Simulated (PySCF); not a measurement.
C2H7O (SMILES CC[OH2+]), charge +1, singlet, at a GFN2-xTB geometry, with bond 9-3 at 2.0 times its length; PySCF with PBE/6-31G*.

Input for PySCF:
```python
from pyscf import gto, scf, dft

mol = gto.M(
    atom='''
C     1.19583758    0.44969545    0.01635498
C     0.11244085   -0.58985777   -0.10810486
O    -1.23887289    0.00688410    0.06505552
H     2.16079891   -0.03208078   -0.11694929
H     1.10785954    1.21818296   -0.74879306
H     1.19800139    0.91487790    0.99990230
H     0.18900047   -1.36284552    0.65772566
H     0.09877132   -1.05924675   -1.09266312
H    -1.53576091    1.37440608   -1.31555704
H    -1.30580219    0.41636824    0.95608340
''',
    basis='6-31g*',
    charge=1,
    verbose=4,
)

mf = dft.RKS(mol)
mf.xc = 'pbe'
mf.DIIS = scf.EDIIS
mf.kernel()
mf.analyze()
```

Problem. What does PySCF print? Leave out banner, timings and long lists.

Solution. 
```
PySCF version 2.14.0

[INPUT] verbose = 4
[INPUT] num. atoms = 10
[INPUT] num. electrons = 26
[INPUT] charge = 1
[INPUT] spin (= nelec alpha-beta = 2S) = 0
[INPUT] symmetry False subgroup None
[INPUT] Mole.unit = angstrom
[INPUT] Symbol           X                Y                Z      unit          X                Y                Z       unit  Magmom
[...]
nuclear repulsion = 85.9802032908077
number of shells = 32
number of NR pGTOs = 109
number of NR cGTOs = 56
basis = 6-31g*
ecp = {}

******** <class 'pyscf.dft.rks.RKS'> ********
method = RKS
initial guess = minao
damping factor = 0
level_shift factor = 0
DIIS = <class 'pyscf.scf.diis.EDIIS'>
diis_start_cycle = 1
diis_space = 8
diis_damp = 0
SCF conv_tol = 1e-09
SCF conv_tol_grad = None
SCF max_cycles = 50
direct_scf = True
direct_scf_tol = 1e-13
XC library pyscf.dft.libxc version 7.1.2
    S. Lehtola, C. Steigemann, M. J. T. Oliveira, and M. A. L. Marques,  SoftwareX 7, 1–5 (2018)
XC functionals = pbe
    J. P. Perdew, K. Burke, and M. Ernzerhof,  Phys. Rev. Lett. 77, 3865 (1996)
    J. P. Perdew, K. Burke, and M. Ernzerhof,  Phys. Rev. Lett. 78, 1396 (1997)
    J. P. Perdew, K. Burke, and M. Ernzerhof,  Phys. Rev. Lett. 77, 3865 (1996)
    J. P. Perdew, K. Burke, and M. Ernzerhof,  Phys. Rev. Lett. 78, 1396 (1997)
radial grids:
    Treutler-Ahlrichs [JCP 102, 346 (1995); DOI:10.1063/1.469408] (M4) radial grids

becke partition: Becke, JCP 88, 2547 (1988); DOI:10.1063/1.454033
pruning grids: <function nwchem_prune>
grids dens level: 3
symmetrized grids: False
atomic radii adjust function: <function treutler_atomic_radii_adjust>
small_rho_cutoff = 0
Set gradient conv threshold to 3.16228e-05
Initial guess from minao.
tot grids = 110976
init E= -155.266407159581
[...]
cycle= 1 E= -154.855502490266  delta_E= 0.411  |g|= 0.65  |ddm|= 2.48
[...]
cycle= 2 E= -153.711774553596  delta_E= 1.14  |g|= 1.85  |ddm|= 2.17
[...]
cycle= 3 E= -154.572520843122  delta_E= -0.861  |g|= 1.32  |ddm|= 2.37
[...]
cycle= 4 E= -154.795418223579  delta_E= -0.223  |g|= 0.764  |ddm|= 0.509
[...]
cycle= 5 E= -154.79541822854  delta_E= -4.96e-09  |g|= 0.764  |ddm|= 1.1e-08
[...]
cycle= 6 E= -154.79541822453  delta_E= 4.01e-09  |g|= 0.764  |ddm|= 8.92e-09
[...]
cycle= 7 E= -154.795418224993  delta_E= -4.63e-10  |g|= 0.764  |ddm|= 1.03e-09
[...]
cycle= 8 E= -154.795418292041  delta_E= -6.7e-08  |g|= 0.764  |ddm|= 1.49e-07
[...]
cycle= 9 E= -154.795418227737  delta_E= 6.43e-08  |g|= 0.764  |ddm|= 1.43e-07
[...]
cycle= 10 E= -154.795418226954  delta_E= 7.83e-10  |g|= 0.764  |ddm|= 1.74e-09
[...]
cycle= 11 E= -153.339039855065  delta_E= 1.46  |g|= 2.17  |ddm|=  2.4
[...]
cycle= 12 E= -154.481512977493  delta_E= -1.14  |g|= 1.48  |ddm|= 2.62
[...]
cycle= 13 E= -154.734040790246  delta_E= -0.253  |g|= 0.935  |ddm|= 0.501
[...]
cycle= 14 E= -154.734040790158  delta_E= 8.8e-11  |g|= 0.935  |ddm|= 1.61e-10
[...]
cycle= 15 E= -154.734040766501  delta_E= 2.37e-08  |g|= 0.935  |ddm|= 4.31e-08
[...]
cycle= 16 E= -154.734040790093  delta_E= -2.36e-08  |g|= 0.935  |ddm|= 4.3e-08
[...]
cycle= 17 E= -154.734040790012  delta_E= 8.1e-11  |g|= 0.935  |ddm|= 1.47e-10
[...]
cycle= 18 E= -154.734040799461  delta_E= -9.45e-09  |g|= 0.935  |ddm|= 1.72e-08
[...]
cycle= 19 E= -154.734040791644  delta_E= 7.82e-09  |g|= 0.935  |ddm|= 1.43e-08
[...]
cycle= 20 E= -153.05884390164  delta_E= 1.68  |g|= 2.38  |ddm|= 2.62
[...]
cycle= 21 E= -154.464113041467  delta_E= -1.41  |g|= 1.51  |ddm|= 2.79
[...]
cycle= 22 E= -154.676234515559  delta_E= -0.212  |g|= 1.08  |ddm|= 0.423
[...]
cycle= 23 E= -154.676234515416  delta_E= 1.43e-10  |g|= 1.08  |ddm|= 2.24e-10
[...]
cycle= 24 E= -154.676234515255  delta_E= 1.61e-10  |g|= 1.08  |ddm|= 2.52e-10
[...]
cycle= 25 E= -154.676234508464  delta_E= 6.79e-09  |g|= 1.08  |ddm|= 1.06e-08
[...]
cycle= 26 E= -154.676234515451  delta_E= -6.99e-09  |g|= 1.08  |ddm|= 1.09e-08
[...]
cycle= 27 E= -154.676234515402  delta_E= 4.95e-11  |g|= 1.08  |ddm|= 7.69e-11
[...]
cycle= 28 E= -154.676234515477  delta_E= -7.57e-11  |g|= 1.08  |ddm|= 1.19e-10
[...]
cycle= 29 E= -152.844100732623  delta_E= 1.83  |g|= 2.52  |ddm|= 2.81
[...]
cycle= 30 E= -154.464424958415  delta_E= -1.62  |g|= 1.51  |ddm|= 2.94
[...]
cycle= 31 E= -154.627424507926  delta_E= -0.163  |g|= 1.19  |ddm|= 0.342
[...]
cycle= 32 E= -154.627424507373  delta_E= 5.52e-10  |g|= 1.19  |ddm|= 7.8e-10
[...]
cycle= 33 E= -154.62742450214  delta_E= 5.23e-09  |g|= 1.19  |ddm|= 7.39e-09
[...]
cycle= 34 E= -154.627424486611  delta_E= 1.55e-08  |g|= 1.19  |ddm|= 2.19e-08
[...]
cycle= 35 E= -154.627424455442  delta_E= 3.12e-08  |g|= 1.19  |ddm|= 4.4e-08
[...]
cycle= 36 E= -154.627424507697  delta_E= -5.23e-08  |g|= 1.19  |ddm|= 7.38e-08
[...]
cycle= 37 E= -154.627424507667  delta_E= 3e-11  |g|= 1.19  |ddm|= 4.36e-11
[...]
cycle= 38 E= -152.628160083246  delta_E=    2  |g|= 2.65  |ddm|=    3
[...]
cycle= 39 E= -154.449224959871  delta_E= -1.82  |g|= 1.53  |ddm|=  3.1
[...]
cycle= 40 E= -154.58386420277  delta_E= -0.135  |g|= 1.28  |ddm|= 0.297
[...]
cycle= 41 E= -154.583864205411  delta_E= -2.64e-09  |g|= 1.28  |ddm|= 3.46e-09
[...]
cycle= 42 E= -154.583864202961  delta_E= 2.45e-09  |g|= 1.28  |ddm|= 3.21e-09
[...]
cycle= 43 E= -154.583864203184  delta_E= -2.23e-10  |g|= 1.28  |ddm|= 2.93e-10
[...]
cycle= 44 E= -154.58386420306  delta_E= 1.24e-10  |g|= 1.28  |ddm|= 1.62e-10
[...]
cycle= 45 E= -154.583864202242  delta_E= 8.18e-10  |g|= 1.28  |ddm|= 1.07e-09
[...]
cycle= 46 E= -154.583864198169  delta_E= 4.07e-09  |g|= 1.28  |ddm|= 5.34e-09
[...]
cycle= 47 E= -152.442562627072  delta_E= 2.14  |g|= 2.75  |ddm|= 3.18
[...]
cycle= 48 E= -154.437600574767  delta_E=   -2  |g|= 1.55  |ddm|= 3.25
[...]
cycle= 49 E= -154.546707304036  delta_E= -0.109  |g|= 1.35  |ddm|= 0.257
[...]
cycle= 50 E= -154.546707249012  delta_E= 5.5e-08  |g|= 1.35  |ddm|= 6.82e-08
SCF not converged.
SCF energy = -154.546707249012
**** SCF Summaries ****
Total Energy =                        -154.546707249012172
Nuclear Repulsion Energy =              85.980203290807665
One-electron Energy =                 -380.423583952964520
Two-electron Energy =                  139.896673413144669
Two-electron Coulomb Energy =          162.010694835468769
DFT Exchange-Correlation Energy =      -22.114021422324104
HOMO-LUMO gap [eV] =                     5.258530435401418
**** MO energy ****
[...]
 ** Mulliken pop on meta-lowdin orthogonal AOs  **
 ** Mulliken pop  **
 ** Mulliken atomic charges  **
charge of    0C =     -0.54512
charge of    1C =      0.06356
charge of    2O =     -1.07975
charge of    3H =      0.25514
charge of    4H =      0.21027
charge of    5H =      0.19603
charge of    6H =      0.18733
charge of    7H =      0.21411
charge of    8H =      0.96038
charge of    9H =      0.53805

WARN: System has nonzero charge 1; the dipole moment is origin-dependent.
Location of origin: [0. 0. 0.]

Dipole moment(X, Y, Z, Debye): -1.71497,  6.08803, -4.52605
```

The run did not converge; its last values are not results.
